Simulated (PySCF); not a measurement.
## `InChI=1S/C8H5F/c9-8-5-7(8)6-3-1-2-4-6/h1-5H`

Geometry:
```
atom   x (Å)   y (Å)   z (Å)
  F1   3.188   0.451   1.876
  C2   2.574   0.281   0.754
  C3   2.664   0.146  -0.556
  C4   1.354   0.115   0.077
  C5   0.008   0.002  -0.002
  C6  -0.921   0.051   1.116
  C7  -2.179  -0.101   0.608
  C8  -2.091  -0.250  -0.834
  C9  -0.779  -0.190  -1.209
 H10   3.235   0.088  -1.479
 H11  -0.637   0.186   2.160
 H12  -3.106  -0.111   1.183
 H13  -2.942  -0.388  -1.501
 H14  -0.374  -0.268  -2.218
```

Computed with quadratic response CAM-B3LYP/aug-cc-pVDZ first hyperpolarisability, Taylor convention, gas phase (PySCF). Geometry: PBE0-D3(BJ)/def2-SVP.

(1) What is the first hyperpolarisability, and how does it disperse?

(2) Which lowest excitations, dipole and polarisabilities go with it?

Results:

(1) In au, Taylor convention; the vector part is βᵢ = ⅓ Σⱼ (βᵢⱼⱼ + βⱼᵢⱼ + βⱼⱼᵢ); β∥ is 3/5 of the vector part along the dipole, the dipole points from − to +:
```csv
process,λ (nm),β vector norm,β∥,β HRS,depolarisation ratio
"static β(0;0,0)",∞,269.3,83.8,112.3,4.88
"second harmonic β(−2ω;ω,ω)",1907,281.9,83.0,120.4,4.37
"Pockels β(−ω;ω,0)",1907,273.4,83.7,–,–
"second harmonic β(−2ω;ω,ω)",1064,314.0,71.2,144.9,3.27
"Pockels β(−ω;ω,0)",1064,282.9,82.8,–,–
```

(2) S1 3.88 eV (f = 0.017); S2 4.42 eV (f = 0.245); S3 5.04 eV (f = 0.135); dipole 3.86 D; isotropic α 102.1 au static, 102.8 au at 1907 nm, 104.3 au at 1064 nm, 104.9 au at 953.5 nm, 112.4 au at 532 nm.
